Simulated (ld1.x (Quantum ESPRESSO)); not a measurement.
**Mn: variants of one TM potential**

Base potential:

Mn, norm-conserving Troullier–Martins (Kleinman–Bylander form), made with ld1.x (Quantum ESPRESSO) 7.5 (LDA (PZ), fully relativistic). Core [Ne] 3s2, reference 3p6 3d5 4s2 4p0. Waves: 4s (bound): rc 2.60 bohr; 3d (bound): rc 1.95 bohr; 3p (bound): rc 1.35 bohr. Local part: the p channel. Core correction: none.

Open shells are filled in proportion to 2j + 1 (rel_dist='average').

All-electron outer shells of the reference configuration (LDA (PZ), scalar-relativistic, ld1.x):

```json
{"shell": "2p", "level (eV)": "-629.78", "outermost node (bohr)": "–", "outermost maximum (bohr)": "0.19"}
{"shell": "3s", "level (eV)": "-85.40", "outermost node (bohr)": "0.34", "outermost maximum (bohr)": "0.74"}
{"shell": "3p", "level (eV)": "-54.49", "outermost node (bohr)": "0.31", "outermost maximum (bohr)": "0.75"}
{"shell": "3d", "level (eV)": "-7.01", "outermost node (bohr)": "–", "outermost maximum (bohr)": "0.75"}
{"shell": "4s", "level (eV)": "-5.29", "outermost node (bohr)": "1.06", "outermost maximum (bohr)": "2.47"}
{"shell": "4p", "level (eV)": "-1.47", "outermost node (bohr)": "1.16", "outermost maximum (bohr)": "3.38"}
```

Cutoffs, loose and tight: the cutoffs (Ry, on a coarse ladder) from which the occupation-weighted sum of valence levels, in a spherical-Bessel basis at the reference potential, stays within 10 and 1 mRy of its value at 400 Ry. They do not see the model core or the augmentation charge, which bear on the density cutoff. Test errors are all-electron minus pseudo excitation energies from the reference, over the configurations 3p6 3d5 4s1 4p0; 3p6 3d5 4s0 4p0; 3p6 3d4 4s0 4p0; 3p6 3d5 4s1 4p1; 3p6 3d6 4s1 4p0; 3p6 3d5 4s0 4p2; 3p6 3d3 4s0 4p0. A dash means not determined; rows that change the core or the reference have their own tests.

A true bound ghost makes a file unfit for plane-wave use even where its test errors are small: the radial tests pick states by their node count and pass the ghost by.

| change | outcome | cutoff, loose | cutoff, tight | bound ghosts | largest test error (meV) |
| --- | --- | --- | --- | --- | --- |
| base | generated, misses its reference levels by 0.86 eV | 70 Ry | 120 Ry | s | +638 |
| wave 4s (bound): rc 2.60 bohr becomes 4s (bound): rc 1.74 bohr | generated, misses its reference levels by 0.86 eV | 70 Ry | 120 Ry | s | +551 |
| wave 4s (bound): rc 2.60 bohr becomes 4s (bound): rc 1.94 bohr | generated, misses its reference levels by 0.86 eV | 70 Ry | 120 Ry | s | +639 |
| wave 4s (bound): rc 2.60 bohr becomes 4s (bound): rc 2.20 bohr | generated, misses its reference levels by 0.86 eV | 70 Ry | 120 Ry | s | +698 |
| wave 4s (bound): rc 2.60 bohr becomes 4s (bound): rc 2.52 bohr | generated, misses its reference levels by 0.86 eV | 70 Ry | 120 Ry | s | +661 |
| wave 4s (bound): rc 2.60 bohr becomes 4s (bound): rc 2.74 bohr | generated, misses its reference levels by 0.86 eV | 70 Ry | 120 Ry | s, p1/2 (extra level of the local part) | +577 |
| wave 4s (bound): rc 2.60 bohr becomes 4s (bound): rc 3.04 bohr | generated, misses its reference levels by 0.86 eV | 70 Ry | 120 Ry | s | +380 |
| wave 4s (bound): rc 2.60 bohr becomes 4s (bound): rc 3.34 bohr | generated, misses its reference levels by 0.86 eV | 70 Ry | 120 Ry | s | -181 |
| wave 4s (bound): rc 2.60 bohr becomes 4s (bound): rc 3.70 bohr | generated, misses its reference levels by 0.86 eV | 70 Ry | 120 Ry | s | -400 |
| wave 4s (bound): rc 2.60 bohr becomes 4s (bound): rc 3.88 bohr | generated, misses its reference levels by 0.86 eV | 70 Ry | 120 Ry | s | -591 |

Reading the sweep of the s radius (base included, trends over the rows without a ghost): Bound ghosts are found at 1.74, 1.94, 2.2, 2.52, 2.6, 2.74, 3.04, 3.34, 3.7, 3.88 bohr. Every judged row has one, so this setting neither creates nor removes them.
